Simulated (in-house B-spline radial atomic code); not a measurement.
Inner levels of selenium as electrons are removed. A shift is the extra binding of the orbital against the neutral atom ([Ar] 3d10 4s2 4p4). The density at the nucleus is averaged over the nuclear charge. Computed with an all-electron radial atomic-structure program (B-spline basis): Dirac-Hartree-Fock, average of the configuration, finite nuclei.

```json
{"ion": "Se28+", "configuration": "[He] 2s2 2p2", "shift of 1s1/2 (eV)": "1880.69", "radius of 1s1/2 (bohr)": "0.043839", "Σ<r²> (bohr²)": "0.14519", "change of density at nucleus (bohr⁻³)": "14.989"}
{"ion": "Se29+", "configuration": "[He] 2s2 2p1", "shift of 1s1/2 (eV)": "2080.31", "radius of 1s1/2 (bohr)": "0.043786", "Σ<r²> (bohr²)": "0.11259", "change of density at nucleus (bohr⁻³)": "139.29"}
{"ion": "Se30+", "configuration": "[He] 2s2", "shift of 1s1/2 (eV)": "?", "radius of 1s1/2 (bohr)": "?", "Σ<r²> (bohr²)": "?", "change of density at nucleus (bohr⁻³)": "?"}
{"ion": "Se31+", "configuration": "[He] 2s1", "shift of 1s1/2 (eV)": "2463.61", "radius of 1s1/2 (bohr)": "0.043724", "Σ<r²> (bohr²)": "0.042726", "change of density at nucleus (bohr⁻³)": "-1758.44"}
{"ion": "Se32+", "configuration": "1s2", "shift of 1s1/2 (eV)": "?", "radius of 1s1/2 (bohr)": "?", "Σ<r²> (bohr²)": "?", "change of density at nucleus (bohr⁻³)": "?"}
{"ion": "Se33+", "configuration": "1s1", "shift of 1s1/2 (eV)": "3232.83", "radius of 1s1/2 (bohr)": "0.043199", "Σ<r²> (bohr²)": "0.0025014", "change of density at nucleus (bohr⁻³)": "-21037.7"}
```

(1) Fill in the row of Se30+.

(2) Fill in the row of Se32+.

Results:

(1) shift of 1s1/2 (eV): 2284.22; radius of 1s1/2 (bohr): 0.04373; Σ<r²> (bohr²): 0.081678; change of density at nucleus (bohr⁻³): 266.87.

(2) shift of 1s1/2 (eV): 2645.74; radius of 1s1/2 (bohr): 0.043695; Σ<r²> (bohr²): 0.0051253; change of density at nucleus (bohr⁻³): -3865.05.
